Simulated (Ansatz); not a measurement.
`NB(F)[TeH]` + H–F → `NB(F)F` + H₂Te at 500 K and 1 bar (ligand exchange at a B–Te bond).

Program: Ansatz. Geometries: PBE0-D4/def2-TZVP. ΔE: electronic, gas phase. CCSD(T)/CBS adds triple-zeta CCSD(T) − MP2 to the extrapolated MP2 energy (def2 sets, frozen cores). This one scheme is used for every species. def2 core potentials past Kr. For Te outer-core shells are correlated without core-valence functions, which leaves a few kJ/mol of doubt a bond. One conformer a species, not always the lowest.

```tsv
species	CCSD(T)/CBS energy (Eh)	H − E (kJ/mol)	S (J/(mol·K))
`NB(F)[TeH]`	-448.93912	143.8	371.7
H–F	-100.39570	39.4	188.7
`NB(F)F`	-280.46129	125.6	310.3
H₂Te	-268.91024	48.9	247.6
```

H − E and S are ideal-gas, rigid-rotor, harmonic terms from PBE0-D4/def2-TZVP, for one conformer and one mirror image of each species. 1 Eh = 2625.50 kJ/mol, R = 8.31446 J/(mol·K).

Problem. By hand: ΔE, ΔH, ΔS and ΔG.

Solution. ΔE = (-280.46129) + (-268.91024) − (-448.93912) − (-100.39570) = -0.03671 Eh = -96.4 kJ/mol. Δ(H − E) = 125.6 + 48.9 − 143.8 − 39.4 = -8.7, so ΔH = -105.1 kJ/mol. ΔS = 310.3 + 247.6 − 371.7 − 188.7 = -2.5 J/(mol·K). ΔG = -105.1 − 500 × (-2.5)/1000 = -103.8 kJ/mol.

Problem. By hand: the equilibrium constant, and the temperature at which ΔG would vanish if ΔH and ΔS stayed fixed.

Solution. log₁₀ K = −ΔG/(RT ln 10) = 10.8. ΔG = 0 at ΔH/ΔS = 42040 K, far beyond where these terms or the molecules hold.

The number of gas molecules stays the same, so ΔS is small and ΔH decides. A doubt of 5 kJ/mol in ΔE shifts log₁₀ K by 0.5 here. Other conformers and mirror images would add mixing entropy, several J/(mol·K) or more a flexible species. These are equilibria of isolated gas molecules and say nothing of rates. Largest T1 diagnostic: 0.012 (customary marks: 0.02 for closed shells, 0.045 for open ones).
